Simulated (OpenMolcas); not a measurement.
# What dynamic correlation does to the levels of Ni⁶⁺

- Program: OpenMolcas
- Basis: ANO-RCC-VQZP [7s6p4d3f2g1h]
- Scalar Hamiltonian: DKH2, point nucleus
- Active space: 4 electrons in 5 orbitals (3d)
- State averaging: 2S+1 = 5 even, 5 roots; 2S+1 = 3 even, 45 roots; 2S+1 = 1 even, 50 roots
- Spin-orbit coupling: RASSI with atomic mean-field integrals over the reference wave functions, term energies averaged over their components

Methods on the same reference wave functions:
A. CASSCF
B. SS-CASPT2, IPEA 0.25 Eh, imaginary shift 0.1 Eh (closed shells correlated: 3s 3p)
C. MS-CASPT2, IPEA 0.25 Eh, imaginary shift 0.1 Eh (closed shells correlated: 3s 3p)
D. XMS-CASPT2, IPEA 0.25 Eh, imaginary shift 0.1 Eh (closed shells correlated: 3s 3p)

Energies in eV above 3d4 5D0, the measured ground level; measured values from Corliss and Sugar, J. Phys. Chem. Ref. Data 10, 197 (1981).

| Level | A | B | C | D | Measured |
| --- | --- | --- | --- | --- | --- |
| 3d4 5D0 | 0.0000 | 0.0000 | 0.0000 | 0.0000 | 0.0000 |
| 3d4 5D1 | 0.0343 | 0.0351 | 0.0352 | 0.0350 | 0.0346 |
| 3d4 5D2 | 0.0999 | 0.1017 | 0.1017 | 0.1013 | 0.0997 |
| 3d4 5D3 | 0.1923 | 0.1945 | 0.1946 | 0.1941 | 0.1885 |
| 3d4 5D4 | 0.3074 | 0.309 | 0.309 | 0.309 | 0.2966 |
| 3d4 3H4 | 4.2086 | 3.980 | 3.980 | 4.091 | 3.9268 |
| 3d4 3H5 | 4.2828 | 4.061 | 4.061 | 4.171 | 4.0030 |
| 3d4 3H6 | 4.3612 | 4.144 | 4.144 | 4.255 | 4.0762 |
| 3d4 3P0(1) | 4.4282 | 3.777 | 3.776 | 3.907 | 3.7291 |
| 3d4 3P1(1) | 4.6297 | 3.986 | 3.985 | 4.116 | 3.9472 |
| 3d4 3F2(1) | 4.8631 | 4.305 | 4.305 | 4.426 | 4.2461 |
| 3d4 3F3(1) | 4.8698 | 4.317 | 4.317 | 4.438 | 4.2548 |
| 3d4 3F4(1) | 4.9032 | 4.354 | 4.353 | 4.473 | 4.2869 |
| 3d4 3P2(1) | 4.9670 | 4.321 | 4.321 | 4.452 | 4.2843 |
| 3d4 3G3 | 5.3255 | 4.808 | 4.808 | 4.927 | 4.7312 |
| 3d4 3G4 | 5.4064 | 4.890 | 4.890 | 5.008 | 4.8039 |
| 3d4 3G5 | 5.4636 | 4.957 | 4.957 | 5.075 | 4.8660 |
| 3d4 1I6 | 6.3721 | 6.071 | 6.071 | 6.172 |  |
| 3d4 1G4(1) | 6.7504 | 5.993 | 5.993 | 6.083 |  |
| 3d4 3D3 | 6.8351 | 5.898 | 5.898 | 6.028 |  |
| 3d4 3D2 | 6.8600 | 5.926 | 5.926 | 6.055 |  |
| 3d4 3D1 | 6.8959 | 5.960 | 5.960 | 6.089 |  |
| 3d4 1S0(1) | 7.8007 | 6.466 | 6.467 | 6.587 |  |
| 3d4 1D2(1) | 8.3069 | 7.513 | 7.514 | 7.561 |  |

Deviations, from unrounded energies. A percentage is the sum of absolute deviations over the sum of measured energies, with the sign that they share, or ± where signs differ.

```csv
Against measurement,Levels,A,B,C,D
mean absolute deviation (cm-1),16,3300,390,390,1100
fine structure of the ground term (%),4,±2.4,+3.4,+3.4,+3.2
other terms of the ground configuration (%),12,+12.8,+1.5,+1.5,+4.3
```

B, C lie about equally close to measurement and A furthest from it. The largest miss of C in the table is 3d4 3G5, by +730 cm-1. The ranking rests on the paired levels alone, and a cruder setting can come out closer through cancelling errors.

Among B to D the level of the table that moves most is 3d4 3P2(1), by 1100 cm-1 (lowest in B, highest in D). Moves below CASPT2's spread within the term are not significant.

The mean deviations of B to D differ by less than CASPT2's widest spread within a term (980 cm-1), so their order carries little weight.

From A to B the spin-free energies of the other terms of 3d4 shown, above 5D, scale by factors of 0.82 to 0.95, as is usual when dynamic correlation screens the repulsion within a d or f shell.

The lowest spin-free term lies below A's lowest term by 0.423 hartree in B, 0.423 hartree in C, 0.429 hartree in D.

CASPT2 does not keep the components of a term degenerate, so their means are used; among the terms shown or strongly mixed into the levels shown the widest spread is 980 cm-1 (3d4 1I, C). The CASPT2 spread within a term exceeds the gap to the next term for 3d4 3D and 3d4 1G(1), so the order of their levels is uncertain (figures for B; the like holds for C, D). Without dynamic correlation excited terms often stand tens of per cent too high (terms of higher spin than the ground term too low), and those without a measured partner can miss by more than the paired ones (holds for A). Computed and measured levels are paired by configuration, term and J; levels that our copy of the source lacks, or whose pairing is in doubt (as where it misses far off the trend of its configuration), stay unpaired and out of the deviations. Only configurations of the active space appear. The table leaves out levels that lie high or whose names do not pair safely across all columns.

A number in round brackets counts repeated terms of one configuration in the order of the reference energies.
